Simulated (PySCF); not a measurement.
C₂H₆N₂Si, SMILES C#C[SiH](N)N. The structure is a stationary point at PBE-D3(BJ)/def2-SVP. This is a generated structure with no PubChem entry under its InChIKey; it may be hypothetical. Other conformers were not sampled.

Computed with PBE-D3(BJ)/def2-SVP in PySCF.

Harmonic wavenumbers (cm⁻¹): 123, 157, 211, 250, 329, 363, 371, 402, 442, 582, 688, 696, 732, 756, 793, 870, 871, 931, 1480, 1487, 2077, 2138, 3389, 3486, 3493, 3586, 3596. Rotational constants (GHz): 6.146, 2.744, 2.102; symmetry number 1.

Problem. Work out the zero-point energy and the ideal-gas rigid-rotor harmonic-oscillator thermochemistry at 298.15 K and 1 atm.

Solution. ZPE = ½ Σ hcν = ½ × 34299 cm⁻¹ = 49.03 kcal/mol. H − E(el) = 54.45 kcal/mol. Entropy in cal/(mol K): translation 39.27, rotation 26.61, vibration 16.92, total 82.81. G − E(el) = 29.76 kcal/mol. Cp = 29.54 cal/(mol K). Modes under 150 cm⁻¹ make the vibrational entropy uncertain.
